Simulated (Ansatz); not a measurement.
Computed with Ansatz on PBE0-D4/def2-TZVP structures; ΔE is electronic, products minus reactants. CCSD(T)/CBS is the MP2 limit (def2-TZVPP, def2-QZVPP) plus CCSD(T) − MP2 in def2-TZVPP, frozen cores. This one scheme is used for every species. DFT in def2-TZVPP. Each species was taken in one conformer, which may not be the lowest.

Consider the substitution at a C–C bond: `COC(=O)c1ccccc1` + H₂S → `Sc1ccccc1` + `COC=O`.

| level | ΔE (kJ/mol) |
| --- | --- |
| revPBE-D4 | 34.9 |
| r2SCAN0 | 44.8 |
| CAM-B3LYP | 45.3 |
| MP2/def2-TZVPP | 40.6 |

Q: What does CCSD(T)/CBS give? (Best estimate.)

A: Ansatz gave: +43.6 kJ/mol. The listed levels differ from it by -8.7, 1.2, 1.7, -3.0 kJ/mol.

Largest T1 diagnostic among the species: 0.015.

At CCSD(T), def2-SVP lies +13.4 kJ/mol from the extrapolated value and def2-TZVPP +2.8 kJ/mol. From PBE to PBE0 (25 % exact exchange), in def2-TZVPP and without D4, ΔE moves by +6.0 kJ/mol.

CCSD(T)/CBS has its own doubt, a few kJ/mol and more with outer-core shells, so smaller differences from it don't rank the levels.
